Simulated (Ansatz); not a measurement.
Gas-phase electronic energies from Ansatz, PBE0-D4/def2-TZVP geometries. CCSD(T)/CBS is the MP2 limit (def2-TZVPP, def2-QZVPP) plus CCSD(T) − MP2 in def2-TZVPP, frozen cores. This one scheme is used for every species. Functionals use def2-TZVPP. HSE06 is defined as in plane-wave codes. One conformer a species, not always the lowest.

Reaction (redistribution): `F[SiH](F)[SiH](Cl)Cl` + `F[SiH3]` → `F[SiH](F)[SiH3]` + `F[SiH](Cl)Cl`

```
         level  ΔE (kJ/mol)  difference from CCSD(T)/CBS
        PBE-D4        -25.6                         -1.6
    r2SCAN0-D4        -27.8                         -3.8
      PBE-QIDH        -26.2                         -2.2
       r2SCANh        -29.2                         -5.2
       r2SCAN0        -28.8                         -4.8
         HSE06        -27.8                         -3.8
       LC-ωPBE        -28.3                         -4.3
  MP2/def2-SVP        -27.6                         -3.6
 HF/def2-QZVPP        -21.4                          2.6
CCSD/CBS(def2)        -23.8                          0.2
   CCSD(T)/CBS        -24.0                            0
```

Largest T1 diagnostic among the species: 0.013.

The D4 term adds +3.8 kJ/mol with B3LYP and +2.4 kJ/mol with PBE0; it sums over pairs of atoms, weighted by their polarisabilities, and B3LYP, whose exchange is more repulsive, gets the larger term. At CCSD(T), def2-SVP lies −4.7 kJ/mol from the extrapolated value and def2-TZVPP −1.9 kJ/mol.

B3LYP here is the variant with VWN-RPA as its local correlation; programs differ in this.
